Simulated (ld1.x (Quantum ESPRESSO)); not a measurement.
## Pseudopotential generation for tantalum (Ta): ultrasoft, PBE, scalar-relativistic.

| Property | Result |
| --- | --- |
| Element | tantalum (Ta) |
| Generator | ld1.x (Quantum ESPRESSO) 7.5 |
| Type | ultrasoft |
| Functional | PBE |
| Relativity | scalar-relativistic |
| Frozen core | [Xe] 4f14 |
| Valence charge | 5 |
| Reference configuration | 5d3 6s2 6p0 |
| Partial waves | 6s (bound): rcut 2.40, rcutus 2.55 bohr; 6s channel at 0.2 Ry: rcut 2.40, rcutus 2.55 bohr; 6p (bound, empty): rcut 3.40, rcutus 4.20 bohr; 6p channel at 1 Ry: rcut 3.40, rcutus 4.20 bohr; 5d (bound): rcut 1.95, rcutus 2.20 bohr; 5d channel at 0.9 Ry: rcut 1.95, rcutus 2.20 bohr |
| Local potential | all-electron potential smoothed inside 2.30 bohr (lloc = -2) |
| Core correction | none |
| Augmentation charge | built from norm-conserving waves at rcut, not smoothed further |

(1) Estimate the cutoffs (Ry, on a coarse ladder) from which the occupation-weighted sum of valence levels, in a spherical-Bessel basis at the reference potential, stays within 10 and 1 mRy of its value at 400 Ry.

(2) Does the potential have ghost states?

(3) Is the overlap operator S = 1 + Σ q|β⟩⟨β| positive definite (Bessel basis up to 400 Ry)?

(4) Which valence shell sets the plane-wave cutoff?

(5) Tests: 5d3 6s1 6p0; 5d3 6s0 6p0; 5d2 6s0 6p0; 5d3.5 6s1.5 6p0; 5d2 6s2 6p0; 5d3 6s1 6p1; 5d3 6s0 6p1. Which has the largest error in its energy relative to the reference configuration, and how large is it?

## Answers

(1) 18 Ry and 25 Ry.

(2) No extra level below or beside the all-electron valence levels (s, p, d, f tested). The logarithmic derivative shows an extra or strongly shifted pseudo pole above the reference energy (p near 1.09 Ry).

(3) Yes: its lowest eigenvalue is 0.18 (s channel).

(4) 5d: its level needs 21 Ry to come within 1 mRy, against 6 Ry for 6s.

(5) 5d2 6s0 6p0, with +205 meV (all-electron minus pseudo) on +47.04 eV.
